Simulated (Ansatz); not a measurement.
Isolated molecules relaxed with PBE0-D4/def2-TZVP in Ansatz; ΔE leaves out vibrations. CCSD(T)/CBS is the MP2 limit (def2-TZVPP, def2-QZVPP) plus CCSD(T) − MP2 in def2-TZVPP, frozen cores. DFT in def2-TZVPP. B3LYP here is the variant with VWN-RPA as its local correlation; programs differ in this. Elements past krypton have def2 core potentials. For Br, In outer-core shells are correlated without core-valence functions, which leaves a few kJ/mol of doubt a bond. Scalar relativity is left out up to krypton. Each species was taken in one conformer, which may not be the lowest.

Reaction (redistribution): `[SiH3][O][In]([SH])[Br]` + `[NH2][In]([SH])[SH]` → `[SH][In]([SH])[Br]` + `[NH2][In]([SH])[O][SiH3]`

Is it downhill or uphill in electronic energy at CCSD(T)/CBS, and by how much? (Best estimate.)

Ansatz gave: Downhill: ΔE = -5.5 kJ/mol.

What do these levels give: PBE-D4, B3LYP-D4, ωB97M-V, B2PLYP, PBE, PBE0, HF/def2-TZVPP, CCSD/def2-TZVPP, HF/def2-QZVPP, MP2/def2-QZVPP, HF/CBS(def2), MP2/CBS(def2)? (An estimate is asked.)

Ansatz gave: PBE-D4 -6.4, B3LYP-D4 -6.2, ωB97M-V -5.8, B2PLYP -5.8, PBE -6.3, PBE0 -6.2, HF/def2-TZVPP -4.2, CCSD/def2-TZVPP -5.2, HF/def2-QZVPP -3.7, MP2/def2-QZVPP -5.8, HF/CBS(def2) -3.7, MP2/CBS(def2) -6.0 kJ/mol.

Largest T1 diagnostic among the species: 0.015.
